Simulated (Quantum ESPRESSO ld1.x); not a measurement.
Values are calculated unless marked as measured or tabulated.
Nb2+, configuration [Kr] 4d2 6d1 (not the ground configuration). Code: ld1.x of Quantum ESPRESSO 7.5. Model: non-relativistic Kohn-Sham, LDA (Slater exchange, Perdew-Zunger correlation), spin-polarised, spherical densities, point nucleus; open shells are filled with parallel spins first; relativity is left out, which matters for an element this heavy.

Unscreened Slater integrals over Kohn-Sham orbitals (eV). They are taken over the spin-up orbitals.

\begin{tabular}{lr}
integral & value \\ \hline
F0(6d,6d) & 2.7962 \\
F2(6d,6d) & 1.4765 \\
F4(6d,6d) & 1.0343 \\
F0(6d,4d) & 3.9159 \\
F2(6d,4d) & 0.60767 \\
F4(6d,4d) & 0.27836 \\
G0(6d,4d) & 0.16074 \\
G2(6d,4d) & 0.20785 \\
G4(6d,4d) & 0.17179 \\
F0(6d,4p) & 4.0064 \\
F2(6d,4p) & 0.51285 \\
G1(6d,4p) & 0.30058 \\
G3(6d,4p) & 0.21631 \\
F0(6d,4s) & 4.0324 \\
G2(6d,4s) & 0.27725 \\
F0(4d,4d) & 14.434 \\
F2(4d,4d) & 7.3126 \\
F4(4d,4d) & 4.7939 \\
F0(4d,4p) & 16.269 \\
F2(4d,4p) & 7.9956 \\
G1(4d,4p) & 9.9543 \\
G3(4d,4p) & 6.0768 \\
F0(4d,4s) & 16.755 \\
G2(4d,4s) & 7.2112 \\
F0(4p,4p) & 19.084 \\
F2(4p,4p) & 10.048 \\
F0(4p,4s) & 19.901 \\
G1(4p,4s) & 13.558 \\
F0(4s,4s) & 20.846 \\
\end{tabular}

Derived for the open shells (J is the average intra-shell exchange parameter used in DFT+U). 4d: Racah B = F2/49 - 5 F4/441 = 0.09488 eV, C = 35 F4/441 = 0.3805 eV, C/B = 4.01, F4/F2 = 0.656, J = (F2 + F4)/14 = 0.8648 eV. 6d: Racah B = F2/49 - 5 F4/441 = 0.01841 eV, C = 35 F4/441 = 0.08209 eV, C/B = 4.46, F4/F2 = 0.701, J = (F2 + F4)/14 = 0.1793 eV.
